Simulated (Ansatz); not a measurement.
`O[B-]1(O)OC=CC=[O+]1`. The species carries charge 0 and has multiplicity 1.

```
atom   x (Å)   y (Å)   z (Å)
  O1   0.238  -2.250  -0.635
  B2  -0.504  -1.187  -0.134
  O3  -1.808  -1.537   0.196
  O4  -0.517  -0.007  -1.179
  C5   0.007   1.131  -0.997
  C6   0.653   1.513   0.167
  C7   0.708   0.587   1.195
  O8   0.220  -0.580   1.128
  H9   1.137  -2.018  -0.868
 H10  -2.325  -0.812   0.545
 H11  -0.082   1.826  -1.836
 H12   1.083   2.497   0.274
 H13   1.190   0.837   2.143
```

(1) What are the harmonic wavenumbers in cm⁻¹ at PBE0-D4/def2-TZVP (Ansatz, finite differences of forces, unscaled)? (Best estimate.)

Answers

(1) Ansatz gave: 18i, 86, 259, 260, 326, 388, 404, 415, 506, 508, 536, 607, 637, 791, 950, 963, 975, 1006, 1051, 1081, 1127, 1159, 1368, 1370, 1417, 1517, 1571, 1694, 3120, 3121, 3262, 3937, 3938.
